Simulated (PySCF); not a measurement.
SMILES [F][Mo]([F])([F])([F])([F])[F] (F6Mo) (PBE0/def2-SVP optimised geometry):

```
7

Mo     0.000     0.000     0.000
F      1.816     0.000     0.000
F     -1.816     0.001     0.000
F      0.000    -1.352     1.213
F      0.001     1.215     1.350
F     -0.001    -1.214    -1.350
F     -0.001     1.352    -1.213
```

Calculation: PySCF 2.14.0 with PBE0/def2-TZVP, def2 effective core potentials past Kr.

Task: What are the frontier orbital energies and the dipole moment?

Result: HOMO-2 -12.80 eV, HOMO-1 -12.80 eV, HOMO -12.80 eV, LUMO -5.69 eV, LUMO+1 -5.68 eV; dipole moment 0.00 D.

On the same geometry PBE/def2-TZVP, def2 effective core potentials past Kr (PySCF 2.14.0) gives HOMO-2 -10.66 eV, HOMO-1 -10.66 eV, HOMO -10.66 eV, LUMO -6.05 eV, LUMO+1 -6.05 eV; dipole moment 0.00 D.
